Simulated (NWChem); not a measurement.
System: C₃H₄F₂Si; SMILES C#CC(F)(F)[SiH3]

```xyz
10

C      0.9431     2.3953     0.0000
C      0.2857     1.3651     0.0000
C     -0.3909     0.0684     0.0000
F     -1.2065    -0.0416     1.1131
F     -1.2065    -0.0416    -1.1131
Si     0.8423    -1.4382     0.0000
H      1.5066     3.3188     0.0000
H      1.6903    -1.3606     1.2349
H      0.0112    -2.6867     0.0000
H      1.6903    -1.3606    -1.2349
```
Atoms are numbered in this order, from 1.

All runs: NWChem. Coordinates come from a PBE-D3(BJ)/def2-SVP optimisation. Total energies compare along this basis series because the functional is fixed.

```
level              basis functions  energy (Ha)  highest occupied level (eV)  orbital gap (eV)  dipole (D)
-----------------  ---------------  -----------  ---------------------------  ----------------  ----------
B3LYP/cc-pVDZ                  108    -605.8333                        -7.93              7.58        2.15
B3LYP/aug-cc-pVDZ              178    -605.8630                        -8.20              7.36        2.40
B3LYP/cc-pVTZ                  240    -605.9593                        -8.13              7.50        2.26
```
